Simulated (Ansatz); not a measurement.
Basis-set extrapolation for H7OPSi2, SMILES `OP([SiH3])[SiH3]` (PBE0-D4/def2-TZVP geometry, frozen core, the Gaussian-basis code of Ansatz). Multiplicity 1, RHF reference.

```csv
,def2-TZVPP,def2-QZVPP
HF,-997.617053,-997.648944
MP2 correlation,-0.650039,-0.701602
CCSD(T) correlation,-0.737724,not run
```

Energies in hartree. Use E(X) = E(∞) + A·exp(−7.88·√X) for Hartree–Fock and E(X) = E(∞) + B·X^(−2.97) for correlation, with X = 3 and 4, and add CCSD(T) minus MP2 of the smaller set to the MP2 limit.

Task: What is the CCSD(T) energy at the basis-set limit?

Result: HF limit: -997.648944 + (-0.031891) × 0.13774 = -997.65334. MP2 limit: -0.701602 + (-0.051563) × 0.74074 = -0.73980. Higher-order term: -0.737724 − (-0.650039) = -0.08769. Total: -998.48083 hartree, 331.0 kJ/mol below CCSD(T)/def2-TZVPP.
